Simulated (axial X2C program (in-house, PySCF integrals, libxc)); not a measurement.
What spin–orbit coupling does to AlTi

Calculated with an axial X2C code built on PySCF integrals. Spin-free means the one-electron spin-free X2C Hamiltonian; two-component (2c) means X2C with spin–orbit coupling and atomic mean-field two-electron Coulomb and Gaunt terms, so the difference of the two also holds small scalar two-electron terms. Basis: Ti dyall-cv3z [10s10p6d4f2g], Al dyall-v3z [8s8p2d1f] (cores contracted in-house); Gaussian nuclei, density fitting, unrestricted open shells. Masses: Ti 47.948 u, Al 26.982 u.

Spin-free state: M_S = 5/2, Λ = 2 (beyond evenly filled blocks: 2 × σα, π+α, π-α, δ+α); fragments Ti + Al.

| level | Re (Å) | ωe (cm⁻¹) | μ (D) |
| --- | --- | --- | --- |
| PBE0 | 2.490 | 329.4 | -2.96 |

Dipoles are positive if Al is the positive end.

Two-component determinant lowest at the distance of the search:

Ω = 1/2 (⟨Sz⟩ = 2.50, ⟨Lz⟩ = -2.00 at PBE0); fragments Ti + Al.

| level | Re (Å) | ωe (cm⁻¹) | μ (D) |
| --- | --- | --- | --- |
| PBE0 | 2.490 | 329.2 | -2.96 |

Task: From the two tables, how do the constants change at the PBE0 level (2c against spin-free)?

Result: At the PBE0 level Re is unchanged within 0.001 Å and ωe stays the same within 0.2 cm⁻¹.

One determinant describes the state; a PBE0 search over occupations chose it and may have missed a lower one. De is not given where an atomic determinant may have missed its ground term or J level, or where the truncated virtual space spoils (T). Density functionals use the spin component along the axis (collinear). Other states lie close and PBE0, whose exact exchange favours high spin, may order them wrongly; the determinant shown need not be the ground state. The nearest other spin-free determinant of the search, M_S = 3/2, Λ = 2, lies 0.22 eV up at the distance of the search. The functionals have no current-density term, which raises determinants with orbital currents, atoms included. The spin of this state cannot come from the lowest atoms; the curve heads to a higher limit, and no De is given. With several unpaired electrons one determinant need not be a pure state.
